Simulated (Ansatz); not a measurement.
C$_{2}$HCl$_{2}$ (SMILES Cl/[C]=C/Cl), doublet, geometry from GFN2-xTB; CASSCF(7,5)/cc-pVDZ run with Ansatz (an electronic-structure program).

Ansatz was given this input:
Ansatz 0.2 input:
```yaml
crystal:
  periodic: [false, false, false]
  atoms:
    - {symbol: Cl, position_ang: [2.16005882, 0.01154482, 0.03119943]}
    - {symbol: C, position_ang: [0.53658145, -0.21877413, -0.00182390]}
    - {symbol: C, position_ang: [-0.54364122, 0.50507946, 0.01409096]}
    - {symbol: Cl, position_ang: [-2.12231657, -0.20620724, -0.03907175]}
    - {symbol: H, position_ang: [-0.59925964, 1.59142901, 0.06022701]}
basis:
  gaussian:
    orbitals: cc-pVDZ
hamiltonian:
  xc: hf
correlation: {active_space: {window: {electrons: 7, orbitals: 5}}}
magnetization: {spin_polarized: false, initial_magnetization: 1}
```

Task: What does Ansatz print? Leave out banner, timings and long lists.

Result: 
```
Functional definition: HF
699 factors; integrals over basis functions are off by at most 1.2e-3 eV
mean field evaluation 1: about -27079.9486 eV, gradient 1.6e1 eV
mean field evaluation 2: about -27079.9531 eV, gradient 1.6e1 eV
mean field evaluation 4: about -27081.4101 eV, gradient 2.2e0 eV
mean field evaluation 8: about -27081.4452 eV, gradient 4.4e-4 eV
mean field evaluation 16: about -27079.1644 eV, gradient 1.4e-2 eV
mean field evaluation 32: about -27079.1608 eV, gradient 4.5e-2 eV
mean field -27081.44521381 eV, -995.2247551448 hartree, gradient 1.1e-6 eV, S^2 0.750000; 3 other end points of the search recorded, 0 dependent functions left out
reference -27081.44521381 eV, -995.2247551448 hartree; 24, 23 occupied and 45, 46 virtual orbitals, 699 factors
state -27082.32728294 eV, -995.2571705872 hartree
Total energy: -27082.32728294 eV, -995.2571705872 hartree
```
